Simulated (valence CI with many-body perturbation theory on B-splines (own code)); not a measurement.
## Level structure of La⁴⁴⁺

Calculated by relativistic CI+MBPT: three valence electrons over a frozen Dirac-Fock core [Ne], a basis of 11 s, 11 p, 10 d, 8 f, 5 g, 2 h functions for each j, with the one-electron correlation potential Σ1 (screened to all orders), the two-electron term Σ2, the three-electron term Σ3, Breit, model QED; selected single and double excitations, second order for the rest, scaled by the run's own slope (own B-spline code, finite nucleus).

No measured spectrum was set against this ion. As an estimate, large intervals hold to a few tenths of a per cent, small ones and those within an open d or f shell to about a per cent.

Levels 91 to 135 of 157, with energies above the lowest level, (3s^2 3p1/2) J=1/2. "Leading %" is the weight of the configuration and term that name the level; weights of strongly mixed levels are sums over their largest components and can fall short, so below about 35 % the name and the second component can differ from the true leading terms, or belong to a minority configuration. In the jj column 3d3/2^4 stands for four electrons in 3d with j = 3/2. Lifetimes count E1, E2, E3, M1 and M2 decay at the calculated energies, and are blank where another channel may lead or the interval is too uncertain; long ones can be off by a factor of two.

```csv
No.,Configuration,Term,J,E (eV),Leading %,g,Leading jj,Lifetime
91,3p 3d2,4P°,1/2,769.1,48,1.762,3p1/2 3d3/2 3d5/2 (100 %),5.68 ps
92,3p 3d2,2H°,9/2,770.4,40,1.056,3p1/2 3d3/2 3d5/2 (94 %),8.17 ps
93,3p 3d2,4D°,5/2,784.7,29,1.143,3p1/2 3d3/2 3d5/2 (96 %),1.92 ps
94,3p 3d2,4D°,7/2,787.0,37,1.208,3p1/2 3d3/2 3d5/2 (76 %),2.52 ps
95,3p 3d2,4D°,3/2,791.8,30,1.354,3p1/2 3d3/2 3d5/2 (92 %),1.80 ps
96,3p 3d2,2H°,9/2,799.0,34,1.088,3p1/2 3d5/2^2 (88 %),7.39 ps
97,3p 3d2,2F°,7/2,799.0,39,1.110,3p1/2 3d5/2^2 (78 %),4.09 ps
98,3p 3d2,2F°,5/2,804.7,39,1.103,3p1/2 3d5/2^2 (93 %),5.31 ps
99,3p 3d2,4P°,3/2,804.8,29,1.374,3p1/2 3d5/2^2 (96 %),3.98 ps
100,3p 3d2,2P°,1/2,826.6,77,0.657,3p1/2 3d5/2^2 (89 %),3.53 ps
101,3p 3d2,4F°,3/2,852.8,32,0.856,3p3/2 3d3/2^2 (95 %),1.18 ps
102,3p 3d2,4F°,5/2,857.4,42,1.011,3p3/2 3d3/2^2 (82 %),1.25 ps
103,3p 3d2,4D°,1/2,859.0,77,0.227,3p3/2 3d3/2^2 (96 %),1.15 ps
104,3p 3d2,2G°,7/2,859.7,25,1.105,3p3/2 3d3/2^2 (78 %),1.30 ps
105,3p 3d2,4G°,9/2,865.5,46,1.189,3p3/2 3d3/2 3d5/2 (96 %),1.99 ps
106,3p 3d2,2F°,7/2,868.6,41,1.176,3p3/2 3d3/2 3d5/2 (94 %),1.85 ps
107,3p 3d2,4G°,11/2,870.1,81,1.230,3p3/2 3d3/2 3d5/2 (63 %),3.01 ps
108,3p 3d2,4D°,3/2,872.2,44,1.312,3p3/2 3d3/2^2 (54 %),1.25 ps
109,3p 3d2,4D°,5/2,876.2,43,1.389,3p3/2 3d3/2 3d5/2 (94 %),1.85 ps
110,3p 3d2,2S°,1/2,877.5,48,1.865,3p3/2 3d3/2 3d5/2 (96 %),1.57 ps
111,3p 3d2,2F°,5/2,880.6,53,1.041,3p3/2 3d3/2 3d5/2 (94 %),1.56 ps
112,3p 3d2,4D°,3/2,881.5,27,1.470,3p3/2 3d3/2 3d5/2 (75 %),1.33 ps
113,3p 3d2,4D°,7/2,882.0,52,1.233,3p3/2 3d3/2 3d5/2 (85 %),1.91 ps
114,3p 3d2,2G°,7/2,891.0,41,1.118,3p3/2 3d3/2 3d5/2 (63 %),1.64 ps
115,3p 3d2,2D°,5/2,891.3,48,1.317,3p3/2 3d5/2^2 (56 %),2.01 ps
116,3p 3d2,2H°,11/2,894.6,81,1.120,3p3/2 3d5/2^2 (63 %),3.58 ps
117,3p 3d2,2G°,9/2,894.7,64,1.090,3p3/2 3d3/2 3d5/2 (52 %),2.10 ps
118,3p 3d2,2D°,3/2,896.2,41,1.024,3p3/2 3d3/2 3d5/2 (86 %),1.43 ps
119,3p 3d2,2D°,5/2,901.6,70,1.170,3p3/2 3d3/2 3d5/2 (57 %),1.52 ps
120,3p 3d2,2F°,7/2,902.2,57,1.172,3p3/2 3d5/2^2 (71 %),2.43 ps
121,3p 3d2,2G°,9/2,905.5,65,1.178,3p3/2 3d5/2^2 (52 %),1.88 ps
122,3p 3d2,2P°,1/2,906.0,78,0.776,3p3/2 3d5/2^2 (59 %),1.60 ps
123,3p 3d2,2D°,3/2,907.9,58,1.078,3p3/2 3d3/2 3d5/2 (78 %),1.27 ps
124,3p 3d2,2F°,5/2,910.6,82,0.921,3p3/2 3d3/2 3d5/2 (87 %),1.58 ps
125,3p 3d2,2P°,1/2,922.3,88,0.682,3p3/2 3d3/2 3d5/2 (58 %),1.48 ps
126,3p 3d2,2F°,7/2,926.5,55,1.092,3p3/2 3d5/2^2 (86 %),1.86 ps
127,3p 3d2,2P°,3/2,926.8,78,1.295,3p3/2 3d5/2^2 (95 %),2.43 ps
128,3p 3d2,2D°,5/2,928.4,68,1.168,3p3/2 3d5/2^2 (91 %),1.92 ps
129,3p 3d2,2P°,3/2,941.8,59,1.227,3p3/2 3d5/2^2 (83 %),1.52 ps
130,3d3,4F,3/2,1014.9,63,0.598,3d3/2^3 (90 %),1.14 ps
131,3d3,4F,5/2,1031.7,89,1.041,3d3/2^2 3d5/2 (96 %),1.45 ps
132,3d3,4F,7/2,1038.4,52,1.088,3d3/2^2 3d5/2 (86 %),1.59 ps
133,3d3,4P,3/2,1039.0,42,1.270,3d3/2^2 3d5/2 (92 %),1.32 ps
134,3d3,2G,9/2,1039.3,42,1.072,3d3/2^2 3d5/2 (96 %),1.72 ps
135,3d3,4P,1/2,1042.9,65,1.962,3d3/2^2 3d5/2 (98 %),1.32 ps
```
